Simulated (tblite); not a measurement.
C₄H₁₀N₂Si.
Cartesian coordinates in Å at the GFN2-xTB level; atoms count from 1:
```
atom  x, y, z in Å
C1     2.6606    0.3199   -0.5419
C2     1.6964   -0.5811   -0.3801
N3     0.3690   -0.3480   -0.1359
C4    -0.1127    1.0115   -0.0318
C5    -1.5599    0.9457    0.4580
N6    -2.1023   -0.2990   -0.0435
Si7   -0.9041   -1.5158   -0.2104
H8     3.6735    0.0050   -0.7125
H9     2.4862    1.3803   -0.5171
H10    1.9264   -1.6372   -0.4298
H11    0.5077    1.5782    0.6692
H12   -0.0629    1.5031   -1.0114
H13   -1.5867    0.9848    1.5561
H14   -2.1390    1.7919    0.0744
H15   -3.0537   -0.4750    0.2292
H16   -0.7190   -2.4847    0.8779
H17   -1.0865   -2.1675   -1.5073
```

Calculated harmonic vibrations of the isolated species, GFN2-xTB (tblite), most abundant isotopes, no scaling. The method is semi-empirical: single wavenumbers can be off by several per cent or more. Modes of hydrogen on silicon can be 10 to 20 % off. One conformer, not necessarily the lowest.

Harmonic wavenumbers (cm⁻¹): 93.8, 119.5, 169.8, 218.7, 263.0, 377.4, 442.6, 478.3, 510.0, 556.3, 603.0, 639.1, 696.7, 725.7, 797.6, 822.0, 864.0, 889.9, 979.3, 991.6, 1037.6, 1083.9, 1130.5, 1152.4, 1180.5, 1209.9, 1257.1, 1280.6, 1312.3, 1335.1, 1367.8, 1428.1, 1488.8, 1503.1, 1701.6, 2197.3, 2266.7, 2856.9, 2890.4, 2932.7, 2939.8, 3054.1, 3126.4, 3149.4, 3495.8.

A = 4206, B = 1743, C = 1281 MHz; mass 114.061 u (most abundant isotopes); point group C1, symmetry number 1.

Zero-point energy?

Half the sum of the wavenumbers: 29809 cm⁻¹ = 356.59 kJ/mol.

What is S at 400 K and 1 bar for an ideal gas of classical rigid rotors and harmonic oscillators?

Translation 174.04, rotation 120.52, vibration 117.37: S = 411.9 J/(mol K).

And Cp and H(400 K) − H(0)?

Cp = 177.71 J/(mol K), of which vibrations give 144.46 (their classical limit is 45 R = 374.2); H(400 K) − H(0) = 40.16 kJ/mol without the zero-point energy, 26.86 from vibrations.

How do the functions run with temperature in this model?

```
 T (K)  S (J/(mol K))  Cp (J/(mol K))  H − H(0) (kJ/mol)  G − H(0) (kJ/mol)  ln q(vib)
   150          293.6            79.2               7.97             -36.06       1.41
   250          343.0           118.6              17.83             -67.93       3.14
298.15          365.6           138.4              24.02             -85.00       4.04
   600          496.0           237.2              82.04            -215.57      10.16
   900          603.8           293.4             162.36            -381.06      16.25
```

q(vib) and H(0) count from the zero-point level.

Blend soft modes into free rotors: weight 1/[1 + (100 cm⁻¹/ν̃)⁴] for the oscillator and the rest for a rotor with moment μB/(μ + B), μ = h/(8π²ν), B = 10⁻⁴⁴ kg m². What vibrational entropy results?

114.00 J/(mol K) in place of 117.37, which changes −T·S at 400 K by +1.35 kJ/mol.

Which modes carry the vibrational entropy at 400 K?

93.8 cm⁻¹: 17.39; 119.5 cm⁻¹: 15.40; 169.8 cm⁻¹: 12.54; 218.7 cm⁻¹: 10.52; 263.0 cm⁻¹: 9.08; 377.4 cm⁻¹: 6.38 J/(mol K); the other 39 give 46.06 together.

What must be added to the electronic energy to get the Gibbs energy at 400 K and 1 bar?

ZPE + [H(400 K) − H(0)] − T·S = 356.59 + 40.16 − 164.77 = 231.98 kJ/mol.

Hindered rotation and anharmonicity are outside this model. Other conformers, if any are populated, would add a mixing term that is left out. The structure is chiral; the term R ln 2 for an equal mix with its mirror image is left out.
